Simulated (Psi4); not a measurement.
selenium hexafluoride (F6Se), singlet, at a GFN2-xTB geometry; Psi4 1.11 with BLYP/STO-3G.

Input for Psi4:
```
memory 2 GB

molecule mol {
0 1
F     0.972274   -1.319899   -0.497489
Se   -0.000000    0.000000    0.000000
F     1.229734    1.089143   -0.486281
F    -1.229734   -1.089143    0.486281
F    -0.690930    0.081125   -1.565561
F     0.690930   -0.081125    1.565561
F    -0.972274    1.319899    0.497489
}

set {
  basis sto-3g
  reference rks
  scf_type pk
  puream true
  d_convergence 1e-8
  dft_radial_points 99
  dft_spherical_points 590
}

energy('blyp')
print_variables()
```

Q: What does Psi4 print? Leave out banner, timings and long lists.

A: 
```
   => Loading Basis Set <=

    Name: STO-3G
    Role: ORBITAL
    Keyword: BASIS

         ---------------------------------------------------------
                                   SCF
               by Justin Turney, Rob Parrish, Andy Simmonett
                          and Daniel G. A. Smith
                              RKS Reference
         ---------------------------------------------------------

  ==> Geometry <==

    Molecular point group: ci
    Full point group: Ci

    Geometry (in Angstrom), charge = 0, multiplicity = 1:

       Center              X                  Y                   Z               Mass
    ------------   -----------------  -----------------  -----------------  -----------------
         F            0.972274000000    -1.319899000000    -0.497489000000    18.998403162730
         SE           0.000000000000     0.000000000000     0.000000000000    79.916521800000
         F            1.229734000000     1.089143000000    -0.486281000000    18.998403162730
         F           -1.229734000000    -1.089143000000     0.486281000000    18.998403162730
         F           -0.690930000000     0.081125000000    -1.565561000000    18.998403162730
         F            0.690930000000    -0.081125000000     1.565561000000    18.998403162730
         F           -0.972274000000     1.319899000000     0.497489000000    18.998403162730

  Running in ci symmetry.

  Rotational constants: A =      0.07558  B =      0.07558  C =      0.07558 [cm^-1]
  Rotational constants: A =   2265.89628  B =   2265.89586  C =   2265.89496 [MHz]
  Nuclear repulsion =  816.949388302628563

  Charge       = 0
  Multiplicity = 1
  Electrons    = 88
  Nalpha       = 44
  Nbeta        = 44

  ==> Algorithm <==

  SCF Algorithm Type is PK.
  DIIS enabled.
  MOM disabled.
  Fractional occupation disabled.
  Guess Type is SAD.
  Energy threshold   = 1.00e-06
  Density threshold  = 1.00e-08
  Integral threshold = 1.00e-12

  ==> Primary Basis <==

  Basis Set: STO-3G
    Blend: STO-3G
    Number of shells: 26
    Number of basis functions: 48
    Number of Cartesian functions: 49
    Spherical Harmonics?: true
    Max angular momentum: 2

  ==> DFT Potential <==

   => LibXC <=

    Version 7.1.2
    S. Lehtola, C. Steigemann, M. J. T. Oliveira, and M. A. L. Marques,  SoftwareX 7, 1–5 (2018) (10.1016/j.softx.2017.11.002)

   => Composite Functional: BLYP <=

    BLYP GGA Exchange-Correlation Functional

    P.J. Stephens et. al., J. Phys. Chem., 98, 11623-11627, 1994
    B. Miehlich et. al., Chem. Phys. Lett., 157(3), 200-206 1989

    Deriv               =              1
    GGA                 =           TRUE
    Meta                =          FALSE

    Exchange Hybrid     =          FALSE
    MP2 Hybrid          =          FALSE

   => Exchange Functionals <=

    1.0000     XC_GGA_X_B88

   => Correlation Functionals <=

    1.0000     XC_GGA_C_LYP

   => LibXC Density Thresholds  <==

    XC_GGA_C_LYP:  1.00E-14
    XC_GGA_X_B88:  1.00E-15

   => Molecular Quadrature <=

    Radial Scheme          =       TREUTLER
    Pruning Scheme         =           NONE
    Nuclear Scheme         =       TREUTLER

    Blocking Scheme        =         OCTREE
    BS radius alpha        =              1
    Pruning alpha          =              1
    Radial Points          =             99
    Spherical Points       =            590
    Total Points           =         381870
    Total Blocks           =           2790
    Max Points             =            256
    Max Functions          =             43
    Weights Tolerance      =       1.00E-15

  ==> Integral Setup <==

  Using in-core PK algorithm.
   Calculation information:
      Number of atoms:                   7
      Number of AO shells:              26
      Number of primitives:             78
      Number of atomic orbitals:        49
      Number of basis functions:        48

      Integral cutoff                 1.00e-12
      Number of threads:                 1

  Performing in-core PK
  Using 1384152 doubles for integral storage.
  We computed 47874 shell quartets total.
  Whereas there are 61776 unique shell quartets.

  ==> DiskJK: Disk-Based J/K Matrices <==

    J tasked:                  Yes
    K tasked:                   No
    wK tasked:                  No
    Schwarz Cutoff:          1E-12

  Minimum eigenvalue in the overlap matrix is 3.6130654515E-01.
  Reciprocal condition number of the overlap matrix is 2.1011724817E-01.
    Using symmetric orthogonalization.

  ==> Pre-Iterations <==

  SCF Guess: Superposition of Atomic Densities via on-the-fly atomic UHF (no occupation information).

   -------------------------
    Irrep   Nso     Nmo
   -------------------------
     Ag        24      24
     Au        24      24
   -------------------------
    Total      48      48
   -------------------------

  ==> Iterations <==

                        Total Energy        Delta E     RMS |[F,P]|

   @RKS iter SAD: -2962.95883602593403   -2.96296e+03   0.00000e+00
   @RKS iter   1: -2964.53518962251974   -1.57635e+00   8.74727e-03 ADIIS/DIIS
   @RKS iter   2: -2964.56099971810272   -2.58101e-02   3.36788e-03 ADIIS/DIIS
   @RKS iter   3: -2964.56946744978404   -8.46773e-03   1.72806e-03 ADIIS/DIIS
   @RKS iter   4: -2964.57223586300370   -2.76841e-03   3.55188e-05 DIIS
   @RKS iter   5: -2964.57223683427674   -9.71273e-07   4.60926e-07 DIIS
   @RKS iter   6: -2964.57223683447046   -1.93722e-10   2.37303e-08 DIIS
   @RKS iter   7: -2964.57223683446955    9.09495e-13   3.51358e-08 DIIS
   @RKS iter   8: -2964.57223683447137   -1.81899e-12   2.15190e-11 DIIS
  Energy and wave function converged.

  ==> Post-Iterations <==

   Electrons on quadrature grid:
      Ntotal   =   87.9999979869 ; deviation = -2.013e-06

    Orbital Energies [Eh]
    ---------------------

    Doubly Occupied:

       1Ag  -447.378429     2Ag   -55.759493     1Au   -51.234567
       2Au   -51.234567     3Au   -51.234567     3Ag   -23.916645
       4Au   -23.916405     5Au   -23.916405     6Au   -23.916405
       4Ag   -23.915709     5Ag   -23.915709     6Ag    -7.161479
       7Au    -5.250147     8Au    -5.250147     9Au    -5.250147
       7Ag    -1.299412     8Ag    -1.299412     9Ag    -1.286517
      10Ag    -1.286517    11Ag    -1.286517    12Ag    -1.085432
      10Au    -0.989171    11Au    -0.989171    12Au    -0.989170
      13Ag    -0.927679    14Ag    -0.927678    15Ag    -0.512724
      13Au    -0.383269    14Au    -0.383269    15Au    -0.383268
      16Ag    -0.183003    17Ag    -0.183003    18Ag    -0.160174
      19Ag    -0.160174    20Ag    -0.160173    16Au    -0.140475
      17Au    -0.140475    18Au    -0.140474    19Au    -0.134981
      20Au    -0.134981    21Au    -0.134980    21Ag    -0.118029
      22Ag    -0.118029    23Ag    -0.118028

    Virtual:

      24Ag     0.105737    22Au     0.226925    23Au     0.226926
      24Au     0.226926

    Final Occupation by Irrep:
             Ag    Au
    DOCC [    23,   21 ]
    NA   [    23,   21 ]
    NB   [    23,   21 ]

  @RKS Final Energy: -2964.57223683447137

   => Energetics <=

    Nuclear Repulsion Energy =            816.9493883026285630
    One-Electron Energy =               -5777.2859246071757298
    Two-Electron Energy =                2147.0889850696012218
    DFT Exchange-Correlation Energy =    -151.3246855995259921
    Empirical Dispersion Energy =           0.0000000000000000
    VV10 Nonlocal Energy =                  0.0000000000000000
    Total Energy =                      -2964.5722368344713686

Computation Completed

Properties will be evaluated at   0.000000,   0.000000,   0.000000 [a0]

Properties computed using the SCF density matrix

 Multipole Moments:

 ------------------------------------------------------------------------------------
     Multipole            Electronic (a.u.)      Nuclear  (a.u.)        Total (a.u.)
 ------------------------------------------------------------------------------------

 L = 1.  Multiply by 2.5417464519 to convert [e a0] to [Debye]
 Dipole X            :          0.0000000            0.0000000            0.0000000
 Dipole Y            :          0.0000000            0.0000000            0.0000000
 Dipole Z            :          0.0000000            0.0000000            0.0000000
 Magnitude           :                                                    0.0000000

 ------------------------------------------------------------------------------------

  Variable Map:
  ----------------------------------------------------------------------------
  "CURRENT ENERGY"              =>   -2964.572236834471
  "CURRENT REFERENCE ENERGY"    =>   -2964.572236834471
  "DD SOLVATION ENERGY"         =>       0.000000000000
  "DFT FUNCTIONAL TOTAL ENERGY" =>   -2964.572236834471
  "DFT TOTAL ENERGY"            =>   -2964.572236834471
  "DFT VV10 ENERGY"             =>       0.000000000000
  "DFT XC ENERGY"               =>    -151.324685599526
  "GRID ELECTRONS ALPHA"        =>      43.999998993454
  "GRID ELECTRONS BETA"         =>      43.999998993454
  "GRID ELECTRONS TOTAL"        =>      87.999997986909
  "NUCLEAR REPULSION ENERGY"    =>     816.949388302629
  "ONE-ELECTRON ENERGY"         =>   -5777.285924607176
  "PCM POLARIZATION ENERGY"     =>       0.000000000000
  "PE ENERGY"                   =>       0.000000000000
  "SCF ITERATION ENERGY"        =>   -2964.572236834471
  "SCF ITERATIONS"              =>       8.000000000000
  "SCF TOTAL ENERGY"            =>   -2964.572236834471
  "TWO-ELECTRON ENERGY"         =>    2147.088985069601
  "XC GRID RADIAL POINTS"       =>      99.000000000000
  "XC GRID SPHERICAL POINTS"    =>     590.000000000000
  "XC GRID TOTAL POINTS"        =>  381870.000000000000

  Array Variable Map:
  ----------------------------------------------------------------------------
  "CURRENT DIPOLE"              =>       0.000000000000 ... 0.000000000000 1 by 3
  "SCF DIPOLE"                  =>       0.000000000000 ... 0.000000000000 1 by 3
  "SCF TOTAL ENERGIES"          =>   -2962.958836025934 ... -2964.572236834471 1 by 9
```
